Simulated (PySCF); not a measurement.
Job for PySCF: D3(BJ) and D4 dispersion corrections on CH2F4 (a complex), monomers drawn apart or pushed together.

```python
from pyscf import gto
from pyscf.dispersion import dftd3, dftd4

mol = gto.M(
    atom='''
    F    -0.70530000    1.00706946    0.34583593
    C    -0.00977418   -0.00812218   -0.14827193
    F    -0.01404889    0.05740400   -1.47300573
    F     1.23901705    0.05469303    0.29271550
    F    -0.55898065   -1.15088893    0.23904282
    H    -0.24806034    0.26300250    5.86184234
    H     0.34599843   -0.18339091    5.89628827
    ''',
    basis='def2-svp',
    charge=0, spin=0, verbose=0, max_memory=1800)
d3, d4 = {}, {}
for xc in ['hf', 'pbe', 'blyp', 'revpbe', 'tpss', 'r2scan', 'b3lyp', 'pbe0', 'bhlyp', 'camb3lyp', 'b2plyp']:
    d3[xc] = float(dftd3.DFTD3Dispersion(mol, xc=xc, version='d3bj', atm=False).get_dispersion()['energy'])
    print(f'D3(BJ) {xc:10s} {d3[xc]:14.8f} Eh')
for xc in ['hf', 'pbe', 'blyp', 'revpbe', 'tpss', 'r2scan', 'b3lyp', 'pbe0', 'bhlyp', 'camb3lyp', 'b2plyp']:
    d4[xc] = float(dftd4.DFTD4Dispersion(mol, xc={'camb3lyp': 'cam-b3lyp'}.get(xc, xc), atm=True).get_dispersion()['energy'])
    print(f'D4     {xc:10s} {d4[xc]:14.8f} Eh')
```

It printed:

```
D3(BJ) hf            -0.01941527 Eh
D3(BJ) pbe           -0.00191058 Eh
D3(BJ) blyp          -0.00398170 Eh
D3(BJ) revpbe        -0.00533816 Eh
D3(BJ) tpss          -0.00231025 Eh
D3(BJ) r2scan        -0.00048119 Eh
D3(BJ) b3lyp         -0.00320395 Eh
D3(BJ) pbe0          -0.00154296 Eh
D3(BJ) bhlyp         -0.00238272 Eh
D3(BJ) camb3lyp      -0.00126730 Eh
D3(BJ) b2plyp        -0.00137829 Eh
D4     hf            -0.01037462 Eh
D4     pbe           -0.00232311 Eh
D4     blyp          -0.00548444 Eh
D4     revpbe        -0.00962930 Eh
D4     tpss          -0.00316534 Eh
D4     r2scan        -0.00056217 Eh
D4     b3lyp         -0.00371782 Eh
D4     pbe0          -0.00188938 Eh
D4     bhlyp         -0.00236017 Eh
D4     camb3lyp      -0.00183947 Eh
D4     b2plyp        -0.00159857 Eh
```

The run finished.

Cost: about 0.010 core-seconds (a rough figure).
